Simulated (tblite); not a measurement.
A geometry optimisation, step by step.

Species: C4H11BS.
Bonds: C1–C2 (double), C2–B3, B3–S4, S4–C5, S4–C6. Hydrogens: H7, H8 on C1; H9 on C2; H10, H11 on B3; H12, H13, H14 on C5; H15, H16, H17 on C6.
Bond orders are those of one Lewis drawing.

Computed with GFN2-xTB (tblite), gas phase: L-BFGS steps from a force-field or distance-geometry start until the largest atomic force falls under 0.01 eV/Å. 9 of its 121 geometries are shown.

Step 0: E = -505.4772 eV, largest atomic force 2.890 eV/Å
```
atom  x, y, z in Å  |  force x, y, z in eV/Å
C1      2.685   -0.339    0.624   -0.765  -0.441  -0.895
C2      1.871   -0.736   -0.374    1.202   0.068   1.646
B3      0.710    0.162   -0.904    0.175  -0.120  -2.253
S4     -0.596    0.405    0.398    1.536   0.641   2.362
C5     -1.426   -1.145    0.730   -1.291  -0.908  -0.441
C6     -1.780    1.618   -0.124   -1.437   0.747  -0.427
H7      2.543    0.635    1.094    0.155  -0.471  -0.114
H8      3.486   -0.976    0.973    0.078   0.213   0.140
H9      2.047   -1.714   -0.822    0.057   0.121   0.126
H10     0.196   -0.361   -1.849   -0.374  -0.031  -0.098
H11     1.126    1.225   -1.241   -0.223   0.284   0.299
H12    -1.915   -1.506   -0.206    0.307   0.098   0.697
H13    -2.200   -0.993    1.517    0.612  -0.140  -0.559
H14    -0.685   -1.898    1.067   -0.389   0.731  -0.254
H15    -1.259    2.591   -0.301   -0.296  -0.990   0.182
H16    -2.544    1.759    0.681    0.586  -0.093  -0.690
H17    -2.266    1.284   -1.053    0.068   0.291   0.279
```

Step 15: E = -506.0257 eV, largest atomic force 0.200 eV/Å
```
atom  x, y, z in Å  |  force x, y, z in eV/Å
C1      2.690   -0.366    0.614   -0.109  -0.058  -0.013
C2      1.904   -0.743   -0.386    0.034   0.074   0.010
B3      0.731    0.152   -0.989   -0.095   0.078   0.033
S4     -0.498    0.487    0.617    0.134  -0.026  -0.146
C5     -1.426   -1.072    0.707    0.001  -0.034   0.055
C6     -1.780    1.559   -0.100   -0.039   0.062   0.014
H7      2.574    0.601    1.081    0.020  -0.027   0.035
H8      3.460   -1.002    1.028    0.054   0.053  -0.016
H9      2.095   -1.728   -0.804   -0.086  -0.010  -0.040
H10     0.020   -0.351   -1.798   -0.038  -0.123   0.098
H11     1.036    1.261   -1.278    0.089   0.042   0.045
H12    -1.843   -1.321   -0.267    0.087   0.015   0.053
H13    -2.212   -0.976    1.450   -0.006  -0.006  -0.028
H14    -0.714   -1.831    1.022   -0.068   0.023  -0.073
H15    -1.298    2.512   -0.305   -0.055  -0.063  -0.064
H16    -2.571    1.705    0.630   -0.023  -0.032  -0.007
H17    -2.175    1.126   -1.015    0.102   0.032   0.045
```

Step 30: E = -506.0439 eV, largest atomic force 0.054 eV/Å
```
atom  x, y, z in Å  |  force x, y, z in eV/Å
C1      2.681   -0.383    0.620   -0.012  -0.001  -0.007
C2      1.885   -0.735   -0.379    0.006  -0.002   0.004
B3      0.702    0.165   -0.958    0.014  -0.008  -0.031
S4     -0.472    0.511    0.629   -0.053   0.002  -0.011
C5     -1.403   -1.048    0.703   -0.003  -0.022   0.020
C6     -1.774    1.549   -0.103   -0.020   0.028  -0.009
H7      2.562    0.568    1.119    0.017   0.005   0.014
H8      3.485   -1.003    0.993   -0.017  -0.019  -0.003
H9      2.057   -1.710   -0.827    0.024   0.000  -0.031
H10    -0.021   -0.375   -1.734   -0.013  -0.009   0.010
H11     1.033    1.258   -1.287    0.011  -0.002   0.018
H12    -1.797   -1.288   -0.280    0.030   0.018   0.023
H13    -2.205   -0.953    1.429    0.005  -0.009  -0.002
H14    -0.706   -1.820    1.016    0.005   0.006   0.012
H15    -1.325    2.514   -0.317   -0.017   0.007  -0.004
H16    -2.583    1.666    0.611   -0.006  -0.005  -0.019
H17    -2.129    1.097   -1.025    0.029   0.011   0.017
```

Step 45: E = -506.0513 eV, largest atomic force 0.042 eV/Å
```
atom  x, y, z in Å  |  force x, y, z in eV/Å
C1      2.677   -0.436    0.625   -0.017   0.005   0.013
C2      1.883   -0.732   -0.393   -0.012   0.015  -0.036
B3      0.690    0.175   -0.937   -0.012  -0.006  -0.026
S4     -0.495    0.561    0.645    0.029   0.009   0.018
C5     -1.370   -1.028    0.741    0.011   0.017   0.001
C6     -1.799    1.563   -0.136    0.027  -0.024   0.009
H7      2.543    0.475    1.190   -0.001  -0.003   0.030
H8      3.492   -1.067    0.951   -0.023  -0.003  -0.013
H9      2.081   -1.663   -0.919    0.003   0.009   0.016
H10    -0.056   -0.376   -1.685    0.010   0.013  -0.039
H11     1.021    1.259   -1.294    0.004   0.001   0.014
H12    -1.719   -1.304   -0.248   -0.015  -0.015  -0.014
H13    -2.197   -0.958    1.440   -0.003   0.031   0.026
H14    -0.644   -1.755    1.088    0.003  -0.026   0.022
H15    -1.383    2.551   -0.297    0.001   0.013  -0.007
H16    -2.657    1.626    0.525   -0.003  -0.022   0.020
H17    -2.073    1.122   -1.088   -0.001  -0.013  -0.034
```

Step 60: E = -506.0651 eV, largest atomic force 0.060 eV/Å
```
atom  x, y, z in Å  |  force x, y, z in eV/Å
C1      2.595   -0.556    0.642   -0.049   0.014  -0.019
C2      1.880   -0.683   -0.466    0.033  -0.046  -0.001
B3      0.686    0.242   -0.968    0.029  -0.021   0.036
S4     -0.468    0.633    0.631    0.000   0.027  -0.012
C5     -1.295   -0.972    0.858    0.028   0.032  -0.015
C6     -1.811    1.528   -0.207   -0.046   0.009  -0.005
H7      2.405    0.239    1.350   -0.010  -0.023   0.020
H8      3.403   -1.228    0.901   -0.033   0.050   0.004
H9      2.147   -1.510   -1.118    0.020  -0.027  -0.043
H10    -0.072   -0.298   -1.714    0.016   0.020   0.014
H11     1.023    1.328   -1.319   -0.009  -0.021   0.003
H12    -1.605   -1.357   -0.110    0.009  -0.006   0.034
H13    -2.147   -0.847    1.521    0.033  -0.008  -0.021
H14    -0.566   -1.639    1.308   -0.028   0.016  -0.032
H15    -1.522    2.574   -0.252   -0.001  -0.039  -0.010
H16    -2.728    1.423    0.365    0.013   0.012   0.017
H17    -1.933    1.135   -1.212   -0.005   0.011   0.030
```

Step 75: E = -506.0775 eV, largest atomic force 0.128 eV/Å
```
atom  x, y, z in Å  |  force x, y, z in eV/Å
C1      2.490   -0.659    0.669    0.051   0.114  -0.012
C2      1.895   -0.677   -0.514   -0.108  -0.053  -0.044
B3      0.701    0.252   -0.997   -0.036   0.091  -0.009
S4     -0.436    0.697    0.595   -0.014  -0.019   0.017
C5     -1.214   -0.915    0.905   -0.030  -0.041   0.024
C6     -1.839    1.516   -0.230    0.003  -0.001   0.010
H7      2.181    0.042    1.436    0.017  -0.105   0.023
H8      3.331   -1.290    0.918   -0.044  -0.011   0.039
H9      2.266   -1.388   -1.249    0.037   0.005   0.029
H10    -0.080   -0.259   -1.740    0.049  -0.046   0.011
H11     1.062    1.328   -1.348    0.005   0.032  -0.075
H12    -1.522   -1.363   -0.033    0.013   0.018  -0.028
H13    -2.064   -0.775    1.564   -0.020  -0.017   0.030
H14    -0.474   -1.548    1.385    0.033   0.032  -0.019
H15    -1.613    2.577   -0.266    0.003  -0.027  -0.040
H16    -2.743    1.353    0.349    0.034   0.008   0.018
H17    -1.949    1.121   -1.236    0.008   0.018   0.024
```

Step 90: E = -506.0994 eV, largest atomic force 0.042 eV/Å
```
atom  x, y, z in Å  |  force x, y, z in eV/Å
C1      2.362   -0.745    0.711    0.010   0.007   0.008
C2      1.911   -0.626   -0.528   -0.018   0.010  -0.009
B3      0.708    0.272   -1.050   -0.020   0.009   0.005
S4     -0.400    0.758    0.552   -0.009  -0.002   0.010
C5     -1.119   -0.871    0.913   -0.002   0.000   0.005
C6     -1.861    1.520   -0.222    0.009  -0.012  -0.006
H7      1.920   -0.195    1.533    0.004  -0.011   0.007
H8      3.198   -1.375    0.979   -0.002   0.007  -0.003
H9      2.423   -1.206   -1.292    0.012   0.003  -0.021
H10    -0.064   -0.311   -1.749   -0.006   0.001   0.009
H11     1.046    1.323   -1.490    0.006   0.007   0.015
H12    -1.450   -1.332   -0.012   -0.018   0.006   0.002
H13    -1.942   -0.757    1.611    0.002  -0.006   0.009
H14    -0.331   -1.472    1.354    0.003  -0.003   0.001
H15    -1.647    2.574   -0.366    0.038  -0.013  -0.012
H16    -2.710    1.407    0.444   -0.004   0.009   0.004
H17    -2.053    1.048   -1.180   -0.004  -0.014  -0.026
```

Step 105: E = -506.1057 eV, largest atomic force 0.024 eV/Å
```
atom  x, y, z in Å  |  force x, y, z in eV/Å
C1      2.356   -0.739    0.711    0.011   0.012   0.008
C2      1.914   -0.600   -0.529    0.015  -0.010   0.005
B3      0.690    0.280   -1.031    0.010  -0.009  -0.005
S4     -0.410    0.737    0.578   -0.001  -0.022  -0.001
C5     -1.134   -0.895    0.920   -0.001   0.013  -0.002
C6     -1.835    1.515   -0.237   -0.022   0.000  -0.008
H7      1.890   -0.226    1.543    0.005  -0.012  -0.009
H8      3.209   -1.348    0.974    0.004  -0.009  -0.017
H9      2.449   -1.142   -1.306    0.000   0.015   0.011
H10    -0.077   -0.307   -1.730    0.005  -0.006   0.001
H11     1.009    1.341   -1.461    0.007   0.008   0.004
H12    -1.521   -1.318   -0.001   -0.007   0.008   0.012
H13    -1.917   -0.797    1.666    0.003   0.003  -0.006
H14    -0.330   -1.521    1.297   -0.020   0.013  -0.003
H15    -1.545    2.533   -0.479   -0.008  -0.001   0.001
H16    -2.680    1.522    0.444    0.003   0.002   0.001
H17    -2.073    0.977   -1.150   -0.003  -0.004   0.009
```

Step 120: E = -506.1078 eV, largest atomic force 0.009 eV/Å
```
atom  x, y, z in Å  |  force x, y, z in eV/Å
C1      2.369   -0.762    0.709    0.001  -0.003   0.001
C2      1.935   -0.581   -0.529    0.004   0.000   0.001
B3      0.700    0.285   -1.024   -0.001  -0.005  -0.001
S4     -0.416    0.740    0.575    0.001   0.006  -0.006
C5     -1.152   -0.883    0.932   -0.001   0.006   0.003
C6     -1.844    1.507   -0.248   -0.002  -0.002  -0.004
H7      1.885   -0.297    1.558   -0.001  -0.002   0.000
H8      3.234   -1.364    0.950    0.002   0.005   0.001
H9      2.493   -1.075   -1.321    0.001   0.000  -0.001
H10    -0.057   -0.310   -1.726   -0.004  -0.003  -0.004
H11     1.011    1.351   -1.451   -0.005   0.003   0.001
H12    -1.565   -1.302    0.020    0.004   0.001  -0.006
H13    -1.919   -0.772    1.692   -0.007  -0.003   0.004
H14    -0.351   -1.519    1.294   -0.002  -0.005   0.002
H15    -1.551    2.513   -0.528    0.002   0.000   0.003
H16    -2.680    1.543    0.444    0.006   0.000   0.001
H17    -2.099    0.940   -1.137    0.003   0.001   0.003
```

Task: Summarise the path.

Result: The energy falls by 60.84 kJ/mol from step 0 to step 120; nine tenths of that is first reached at step 32. It rises by more than 0.2 meV at steps 55 and 80. The largest force goes from 2.890 to 0.009 eV/Å. Among the bonds B3–S4 changes most, from 1.860 to 2.002 Å; the atoms move by 0.520 Å rms after alignment.

What follows is the cost of the whole relaxation. On one thread, AMD EPYC (x86_64), shared host with 64 logical CPUs at a one-minute load of 10, this took 1.6 s.
